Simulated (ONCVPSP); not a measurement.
**Configuration tests for copper (ONCV)**

Cu (Z = 29), optimised norm-conserving Vanderbilt (ONCV), made with ONCVPSP 4.0.1 (PBE, fully relativistic). Core [Ne], reference 3s2 3p6 3d10 (charge +1). Waves: 3s: rc 0.65 bohr, ncon 4, nbas 8, qcut 9.7 1/bohr, 3 projectors, debl 0.3 Ha; 3p: rc 0.85 bohr, ncon 4, nbas 7, qcut 18.7 1/bohr, 1 projector; 3d: rc 0.75 bohr, ncon 4, nbas 7, qcut 11.1 1/bohr, 2 projectors, debl 3.2 Ha. Local part: polynomial inside 0.65 bohr (lpopt 3, dvloc0 1 Ha). Core correction: none.

Open shells are filled in proportion to 2j + 1.

In the s channel the program set the typed energies aside and used -4.531, 0.250, 0.550 Ha.

Energies are relative to the spin-unpolarised reference configuration 3s2 3p6 3d10; without spin polarisation the order of configurations can differ from experiment.

| valence configuration | charge | ΔE all-electron (eV) | error AE − PS (meV) |
| --- | --- | --- | --- |
| 3s2 3p6 3d10 4s1 | 0 | -8.151 | -1.3 |
| 3s2 3p6 3d8 | +3 | 60.353 | +12 |
| 3s2 3p6 3d7 | +4 | 120.060 | +48 |

(1) What are ΔE and the potential's error for 3s2 3p6 3d9?

Levels in the configuration 3s2 3p6 3d7:

| level | all-electron (eV) | pseudo (eV) |
| --- | --- | --- |
| 3s j=1/2 | -183.753 | -183.782 |
| 3p j=3/2 | -139.717 | -139.755 |
| 3p j=1/2 | -142.444 | -142.480 |
| 3d j=5/2 | -70.786 | -70.731 |
| 3d j=3/2 | -71.145 | -71.080 |

Note: ghosts flagged at negative energy: s at -918.7 eV; GHOST(+) flags only above 600 eV. A true bound ghost makes a file unfit for plane-wave use.

Results:

(1) ΔE = 21.333 eV all-electron; the error (AE − PS) is +2.4 meV.
